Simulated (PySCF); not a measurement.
# One molecule, several mistakes: BCGeH6O

Calculated results; nothing here was measured. They come from PySCF 2.14.0, an open-source quantum chemistry program, on an isolated molecule that a program drew, which may never have been made. The molecule is BCGeH6O (charge 0, doublet), drawn as the SMILES string `[CH2][BH][GeH2][OH]`.

Each row is a Hartree-Fock (HF) and frozen-core CCSD(T) single point in the cc-pVDZ basis, meant for a local HF minimum. Run 1 is clean. Each other run has one planted mistake out of seven kinds, and not every kind appears here: one electron removed, one electron added, multiplicity raised by two, geometry at a saddle point, minimal basis STO-3G, one bond length entered in bohr, all coordinates scaled. The reference is restricted for singlets and unrestricted otherwise, and also for a bond in bohr. Adding or removing an electron swaps singlet and doublet. Electrons count all cores. HOMO and LUMO are orbital energies over both spins, the gradient is its largest component, and the lowest frequency (negative if imaginary) is given only where the gradient is small. Bond lengths are over the 9 bonds as drawn. T1 is the CCSD diagnostic: over 0.02 (restricted) or 0.045 (unrestricted) a single reference is doubtful. Germanium has the cc-pVDZ-PP basis, with a core potential (ECP10MDF) in place of its 10 inner electrons, and its 3s, 3p and 3d shells are frozen in CCSD(T).

Geometry of the clean run:
```xyz
10
BCGeH6O, angstrom
C     0.3269    1.3319    0.2918
B    -0.1542    0.2462   -0.6833
Ge    0.3184   -1.7737   -0.4391
O     0.3854   -2.6208   -2.0197
H     0.9797    1.1308    1.1367
H     0.0418    2.3756    0.1910
H    -0.8526    0.5679   -1.6074
H     1.7051   -2.0284    0.1587
H    -0.7308   -2.4773    0.4448
H    -0.3560   -2.4555   -2.5833
```

| run | electrons | basis functions | <S^2> | HOMO (eV) | LUMO (eV) | gradient (hartree/bohr) | lowest frequency (cm^-1) | mean bond (Å) | longest bond (Å) | T1 | HF (hartree) | CCSD(T) (hartree) | mistake |
|---|---|---|---|---|---|---|---|---|---|---|---|---|---|
| 1 | 57 | 95 | 0.757 | -10.47 | 0.45 | 1.3e-05 | 43 | 1.4238 | 2.089 | 0.0136 | -434.25386 | -434.79845 | no fault |
| 2 | 57 | 95 | 3.772 | -5.87 | -1.58 | 4.7e-02 | - | 1.4238 | 2.089 | 0.0219 | -434.09213 | -434.63218 | multiplicity raised by two |
| 3 | 57 | 95 | 1.437 | -10.11 | 0.20 | 2.7e-02 | - | 1.5312 | 2.089 | 0.0671 | -434.10946 | -434.66788 | one bond length entered in bohr |
| 4 | 56 | 95 | 0.000 | -15.71 | -8.27 | 5.8e-02 | - | 1.4238 | 2.089 | 0.0444 | -433.89773 | -434.42414 | ? |

**Which mistake was planted in run 4, and what did it cost?**

It counts 56 electrons, one fewer than the clean run, at the same geometry and basis. So the mistake is: one electron removed. Subtracting run 1 and multiplying by 627.51 kcal/mol a hartree, the energy moved by 223.5 kcal/mol in HF and 234.9 kcal/mol in CCSD(T).

Cautions from the logs. Run 3: T1 is over the limit, so its CCSD(T) energy is less reliable; run 4: T1 is over the limit, so its CCSD(T) energy is less reliable.
